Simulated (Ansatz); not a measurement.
Ideal-gas functions of GaH₅Se (`[GaH3-][SeH2+]`) at 400 K and 1 bar, from an Ansatz frequency run at PBE0-D4/def2-TZVP.

Molar mass 153.72 g/mol, point group Cs (symmetry number 1), electronic degeneracy 1, moments of inertia 11.649, 290.187, 290.416 u Å². Harmonic wavenumbers (cm⁻¹, unscaled): 107, 132, 266, 297, 478, 529, 708, 747, 747, 1057, 1936, 1937, 1946, 2449, 2462.

Use S(trans) = R[1.5 ln M + 2.5 ln T − 1.1517]; rotational temperatures θ = 24.2544 K / I; S(rot) = R[ln(√π/σ · √(T³/θAθBθC)) + 1.5]; for each mode x = 1.438777 ν̃/T, S = R[x/(eˣ − 1) − ln(1 − e⁻ˣ)] and H = RT x/(eˣ − 1); 1 cm⁻¹ = 0.0119627 kJ/mol; R = 8.31446 J/(mol·K).

**Question.** By hand: the entropy, in J/(mol·K).

**Answer.** Translation 177.8. Rotation: θ = 2.0821, 0.0836, 0.0835 K, giving 109.5. Vibration, mode by mode: 16.30, 14.59, 8.99, 8.15, 4.76, 4.12, 2.48, 2.22, 2.22, 0.91, 0.06, 0.06, 0.06, 0.01, 0.01, in all 64.9. Electronic 0.0. Sum 352.2 J/(mol·K).

**Question.** By hand: H − E and G − E in kJ/mol, counted from the electronic energy.

**Answer.** Zero-point energy ½ × 15798 × 0.0119627 = 94.5; thermal vibration 13.9; translation, rotation and pV give 4 RT = 13.3. H − E = 121.7 kJ/mol, and G − E = 121.7 − 400 × 352.2/1000 = -19.2 kJ/mol.

Vibration gives 18 % of the entropy, 30.9 J/(mol·K) of it from the modes under 150 cm⁻¹: soft modes count most, and the harmonic formula is weakest for them.
